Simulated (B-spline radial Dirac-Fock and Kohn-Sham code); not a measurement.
Relativistic shifts of the levels of As⁴⁺

System: As⁴⁺ in the configuration 1s2 2s2 2p6 3s2 3p6 3d10 4s1.

Both columns are ΔSCF binding energies of the configuration average from a radial B-spline solver: non-relativistic Hartree-Fock with a point nucleus, and Dirac-Fock with a finite nucleus and the Coulomb interaction alone, averaged over the two j levels with weights 2j+1.

```csv
shell,Hartree-Fock (eV),Dirac-Fock (eV),shift (eV),shift (%)
1s,11775.9,11955.1,+179.21,+1.52
2s,1560.4,1600.8,+40.34,+2.59
2p,1391.1,1400.6,+9.52,+0.68
3p,205.4,207.1,+1.69,+0.82
3d,103.0,102.1,-0.95,-0.92
4s,60.82,61.70,+0.88,+1.45
```

Relativity binds 1s, 2s, 2p, 3p, 4s more strongly, among those listed most of all 2s in relative terms, and 3d more weakly, because the contracted s and p shells screen the nucleus better.

Values without a named source are computed, but for edge energies of neutral atoms, which are taken from tables.
